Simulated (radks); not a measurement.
The numbers below are computed, except where a source is named.
Q: These are the eigenvalues of the occupied orbitals of an atom or ion with whole-number occupations (Ry). Level of theory: Dirac Kohn-Sham, Slater X-alpha with alpha = 0.704, spin-unpolarised, spherical densities, finite nucleus; Fermi nuclear charge, rms radius of each element as measured or else 0.836 A^(1/3) + 0.57 fm (a radial shooting solver on a logarithmic mesh with Libxc functionals).

| orbital | eigenvalue |
|---|---|
| 1s1/2 | -2422.203 |
| 2s1/2 | -374.9842 |
| 2p1/2 | -352.1502 |
| 2p3/2 | -330.1834 |
| 3s1/2 | -76.22891 |
| 3p1/2 | -66.75052 |
| 3p3/2 | -62.61433 |
| 3d3/2 | -45.83089 |
| 3d5/2 | -44.95909 |
| 4s1/2 | -13.90864 |
| 4p1/2 | -10.59232 |
| 4p3/2 | -9.77841 |
| 4d3/2 | -4.43381 |
| 4d5/2 | -4.30618 |
| 5s1/2 | -1.88553 |
| 5p1/2 | -1.13970 |
| 5p3/2 | -1.05347 |

Which element is it, and in what charge state? The configuration may be excited. Open shells, if any, are shared by 2j + 1.

A: Z = 53, iodine, charge +1: I+ in [Kr] 4d10 5s2 5p4. The list shows which subshells hold electrons but not how many an open one holds; the 1s level, -1211.1 hartree, gives Z - s = 49.2 by -(Z - s)^2/2, which with screening and relativity narrows Z to a few neighbours, and the depths of the outer levels then fix element, charge and occupations together.
